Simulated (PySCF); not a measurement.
**`Cn1c(F)ccc1C=O`, C6H6FNO**

Geometry:
```csv
atom,x (Å),y (Å),z (Å)
C1,-1.013,1.576,-0.102
N2,0.007,0.565,-0.040
C3,1.333,0.770,-0.055
F4,1.811,2.012,-0.136
C5,2.024,-0.419,0.022
C6,1.048,-1.412,0.088
C7,-0.199,-0.796,0.049
C8,-1.495,-1.413,0.093
O9,-2.567,-0.850,0.059
H10,-1.648,1.414,-0.973
H11,-1.643,1.526,0.787
H12,-0.542,2.556,-0.166
H13,3.088,-0.536,0.030
H14,1.219,-2.468,0.156
H15,-1.430,-2.517,0.165
```

Method used: quadratic response B3LYP/aug-cc-pVDZ first hyperpolarisability, Taylor convention, gas phase in PySCF 2.14.0. Geometry: GFN2-xTB.

(1) Give the tensor of the static β(0;0,0) in the axes of these coordinates.

Answers

(1) In au, Taylor convention; rows are the first index (the induced dipole):
|  | xx | yy | zz | xy | xz | yz |
| --- | --- | --- | --- | --- | --- | --- |
| x | +209.0 | +87.4 | -40.0 | +221.9 | -14.9 | -8.7 |
| y | +221.9 | +212.7 | +52.6 | +87.4 | -8.7 | -7.2 |
| z | -14.9 | -7.2 | -10.1 | -8.7 | -40.0 | +52.6 |

Norm of βᵢ = ⅓ Σⱼ (βᵢⱼⱼ + βⱼᵢⱼ + βⱼⱼᵢ): 551.6 au, hyper-Rayleigh value 222.0 au.
